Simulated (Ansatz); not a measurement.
Frontier orbitals of AlH$_{4}$NOSi.

```
atom   x (Å)   y (Å)   z (Å)
  N1   0.690  -0.619   0.423
 Al2   0.931   1.107   0.043
  O3  -0.694   1.146  -0.568
 Si4  -0.921  -0.463  -0.214
  H5   1.164  -1.412   0.814
  H6   2.045   2.204   0.156
  H7  -2.013  -0.683   0.772
  H8  -1.202  -1.280  -1.425
```

Total charge 0; spin multiplicity 1. All single points use the PBE0-D4/def2-TZVP geometry. Basis def2-TZVPP, Ansatz 0.2.0.

Orbital energies of one run (eV). Highest occupied ones, from the top: -8.94, -9.91, -10.42, -10.93, -11.98, -12.35, -12.57, -15.06, -16.31, -24.20, -28.22, -75.18, -75.22, -75.37. Empty: 0.34, 0.84, 0.99, 2.26, 2.80, 2.91.

Question: Which functional gave them?
A. r2SCAN0
B. PBE0
C. BLYP
D. CAM-B3LYP

Answer: D. HOMO energies: CAM-B3LYP -8.94, BLYP -6.07, PBE0 -7.55, r2SCAN0 -7.75 eV.
